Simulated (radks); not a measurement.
Problem. Species: Kr6+. Configuration: [Ar] 3d10 4s2 (the NIST ground configuration). Method: non-relativistic Kohn-Sham, LDA (Slater exchange, Perdew-Wang correlation), spin-polarised, spherical densities, point nucleus; computed with a radial shooting solver on a logarithmic mesh with Libxc functionals. Some entries of the table are withheld. Estimate them.

orbital  occ.  eigenvalue (hartree)  r(max) (bohr)
1s          2                   (1)            (2)
2s          2                   (3)         0.1584
2p          6             -63.47282         0.1251
3s          2                   (4)            (5)
3p          6                   (6)         0.4669
3d         10              -6.44462         0.4080
4s          2              -3.71991          1.265

Solution. 
(1) 1s eigenvalue (hartree): -513.5041
(2) 1s r(max) (bohr): 0.02808
(3) 2s eigenvalue (hartree): -69.73035
(4) 3s eigenvalue (hartree): -12.69576
(5) 3s r(max) (bohr): 0.4770
(6) 3p eigenvalue (hartree): -10.46576
